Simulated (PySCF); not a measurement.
**Polarisability and C₆ of In²⁺ (indium, charge +2)**

[Kr] 4d10 5s1, 2S determinant. Computed with PySCF 2.14 in x2c-QZVPPall with one added diffuse shell each of s, p, d, f type (14s10p8d5f1g, 128 functions), with scalar relativity by spin-free X2C-1e. Coupled (time-dependent) response in atomic units; α is the mean over directions.

| method | mean α (bohr³) | C₆ (like pair) | S(−4) |
| --- | --- | --- | --- |
| UHF | 17.49 | 82.69 | 239.8 |
| PBE | 13.23 | 63.86 | 111.3 |

S(−4) is the Cauchy moment in α(ω) = α(0) + S(−4) ω² + …

α(iu) at PBE:

```csv
u (hartree),α(iu) (bohr³)
0,13.23
0.0500,12.96
0.100,12.23
0.200,10.18
0.300,8.272
0.500,5.827
0.750,4.264
1.00,3.373
1.50,2.345
2.00,1.744
3.00,1.073
5.00,0.5182
```

For an ion, C₆ is the dispersion term alone; charge-induced terms of lower order in 1/R come first.
